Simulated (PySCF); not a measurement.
# Kr¹⁸⁺: ionisation energy

Kr¹⁸⁺ [Ar] (1S) → Kr¹⁹⁺ [Ne] 3s2 3p5 (2P), as a difference of total energies. Computed with PySCF 2.14 in an uncontracted even-tempered set (19 s from 1.7 bohr⁻², ratio 2.5; 12 p from 2.2 bohr⁻², ratio 2.5; 5 d from 12 bohr⁻², ratio 2.7; 4 f from 18 bohr⁻², ratio 2.7), with the spin-free X2C one-electron Hamiltonian (Gaussian nucleus). Correlated levels: outer shells: 1s2 frozen; virtual orbitals above 40 to 60 times the deepest correlated orbital energy dropped. The calculations carry no spin-orbit coupling.

```csv
method,ionisation energy (eV)
UHF,788.09
LDA,789.55
PBE,789.42
PBE0,789.58
r2SCAN,789.97
M06,790.09
BHandHLYP,789.45
MP2 (outer shells),789.06
SCS-MP2 (outer shells),788.91
```

Task: How much does correlation contribute at MP2 (outer shells)?

Result: 789.06 − (788.09) = 0.97 eV, measured against UHF.

A first-order spin-orbit estimate (lowest level to lowest level, LS coupling) adds -3.496 eV.

Breit and QED terms and the two-electron picture change are absent.

For comparison: 785.32 eV (semi-empirical (NIST evaluation); NIST Atomic Spectra Database, ionization energies).
